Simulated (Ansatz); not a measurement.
Ansatz (a quantum-chemistry and plane-wave program) input:

Ansatz 0.2 input:
```yaml
crystal:
  periodic: [false, false, false]
  atoms:
    - {symbol: C, position_ang: [2.97549513, 0.59476189, 0.58552155]}
    - {symbol: C, position_ang: [1.55044983, 0.33776788, 0.85119571]}
    - {symbol: C, position_ang: [0.73884871, 0.20440342, -0.44179705]}
    - {symbol: C, position_ang: [-0.74989922, -0.14514049, -0.26810066]}
    - {symbol: C, position_ang: [-1.46669164, 0.90851914, 0.57956922]}
    - {symbol: C, position_ang: [-0.91859560, -1.52239034, 0.37755860]}
    - {symbol: C, position_ang: [-1.38798472, -0.17466213, -1.66180514]}
    - {symbol: H, position_ang: [3.44635269, 0.19664478, -0.29188838]}
    - {symbol: H, position_ang: [3.58422717, 1.10641365, 1.30484341]}
    - {symbol: H, position_ang: [1.14643069, 1.13575213, 1.47985326]}
    - {symbol: H, position_ang: [1.44418925, -0.59580170, 1.42709451]}
    - {symbol: H, position_ang: [1.20421294, -0.56657193, -1.06072345]}
    - {symbol: H, position_ang: [0.81181570, 1.14847665, -0.98725304]}
    - {symbol: H, position_ang: [-2.53877632, 0.72318027, 0.57961298]}
    - {symbol: H, position_ang: [-1.29259316, 1.90497219, 0.17942601]}
    - {symbol: H, position_ang: [-1.12269062, 0.88414081, 1.61032058]}
    - {symbol: H, position_ang: [-0.38413797, -2.28048810, -0.19090372]}
    - {symbol: H, position_ang: [-0.54430582, -1.52808812, 1.39840908]}
    - {symbol: H, position_ang: [-1.97113956, -1.79610851, 0.40662173]}
    - {symbol: H, position_ang: [-1.30187939, 0.79674758, -2.14379308]}
    - {symbol: H, position_ang: [-0.89850341, -0.91374477, -2.29238200]}
    - {symbol: H, position_ang: [-2.44340875, -0.42945572, -1.59395708]}
basis:
  gaussian:
    orbitals: def2-TZVP
hamiltonian:
  xc: b3lyp
  dispersion: d3bj
magnetization: {spin_polarized: true, initial_magnetization: 1}
relax: {f_tol: 0.002, max_steps: 150}
```

**Question.** What final total energy does it print?

**Answer.** -275.86289 Eh (B3LYP-D3(BJ)/def2-TZVP). The basis has 307 functions.

It need not be the lowest isomer of its formula.
